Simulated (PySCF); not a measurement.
C₆H₇N₂P.
Atom-mapped SMILES: `[CH3:1][CH2:2][n:3]1[cH:4][p:5][c:6]([C:7]#[N:8])[cH:9]1` (hydrogens: H10, H11, H12 on C1; H13, H14 on C2; H15 on C4; H16 on C9)

Cartesian coordinates in Å at the GFN2-xTB level; atoms count from 1:
```
atom  x, y, z in Å
C1    -1.8836   -1.2315    0.2481
C2    -1.4930    0.1398   -0.2998
N3    -0.1319    0.4690    0.0500
C4     0.2121    1.0764    1.2112
P5     1.8994    1.2797    1.4407
C6     2.1331    0.4811   -0.1324
C7     3.3767    0.2432   -0.7255
N8     4.4000    0.0470   -1.2081
C9     0.9306    0.1277   -0.7010
H10   -2.9116   -1.4600   -0.0191
H11   -1.2356   -2.0022   -0.1631
H12   -1.7929   -1.2465    1.3319
H13   -1.5841    0.1485   -1.3893
H14   -2.1526    0.9092    0.1099
H15   -0.5671    1.3893    1.8840
H16    0.7929   -0.3617   -1.6490
```

Method: TDDFT wB97X-D/def2-SVPD, vertical, gas phase, core orbitals frozen in the response (PySCF).

Ground-to-excited transition dipoles (e·a0, same axes as the geometry; the sign carries no meaning), for the states with f of 0.002 or more among the lowest 7:

```json
{"state": "S1", "E (hartree)": "0.1985", "μx": "0.308", "μy": "0.235", "μz": "0.426"}
{"state": "S2", "E (hartree)": "0.2030", "μx": "0.053", "μy": "-0.135", "μz": "-0.191"}
{"state": "S3", "E (hartree)": "0.2207", "μx": "-1.155", "μy": "0.262", "μz": "0.703"}
{"state": "S4", "E (hartree)": "0.2256", "μx": "-0.002", "μy": "0.266", "μz": "-0.117"}
{"state": "S5", "E (hartree)": "0.2328", "μx": "-0.090", "μy": "-0.122", "μz": "0.061"}
{"state": "S6", "E (hartree)": "0.2378", "μx": "1.407", "μy": "0.481", "μz": "0.643"}
{"state": "S7", "E (hartree)": "0.2422", "μx": "-0.133", "μy": "-0.032", "μz": "-0.071"}
```

(1) Work out the oscillator strengths.

(2) Which bond between heavy atoms lies closest to the direction of the S6 transition dipole?

(3) What angle do the transition dipoles of S3 and S4 make?

(4) How is the summed strength of these states shared among x, y and z?

(5) What peak molar absorption coefficient would the strongest computed level give as a lone Gaussian band 0.3 eV wide at half height?

## Answers

(1) f = (2/3) ΔE |μ|² with ΔE in hartree (27.2114 eV).

```json
{"state": "S1", "|μ|² (au)": "0.331", "|μ| (D)": "1.46", "f": "0.044"}
{"state": "S2", "|μ|² (au)": "0.057", "|μ| (D)": "0.61", "f": "0.008"}
{"state": "S3", "|μ|² (au)": "1.896", "|μ| (D)": "3.50", "f": "0.279"}
{"state": "S4", "|μ|² (au)": "0.085", "|μ| (D)": "0.74", "f": "0.013"}
{"state": "S5", "|μ|² (au)": "0.027", "|μ| (D)": "0.42", "f": "0.004"}
{"state": "S6", "|μ|² (au)": "2.626", "|μ| (D)": "4.12", "f": "0.416"}
{"state": "S7", "|μ|² (au)": "0.024", "|μ| (D)": "0.39", "f": "0.004"}
```

(2) C6–C9, at 3° from it; next C2–N3 at 11°.

(3) |cos θ| = |μa·μb| / (|μa| |μb|) = 0.03, so θ ≈ 89° (taken between 0 and 90°, since the signs are arbitrary).

(4) (2/3) Σ ΔE μα² gives 0.527 for x, 0.070 for y and 0.171 for z, 0.768 in all.

(5) ε(max) = 2.175×10⁸ f / FWHM, with the width in cm⁻¹. S6: 2.175×10⁸ × 0.4163 / 2420 ≈ 37000 L mol⁻¹ cm⁻¹.

One conformer stands for the species.
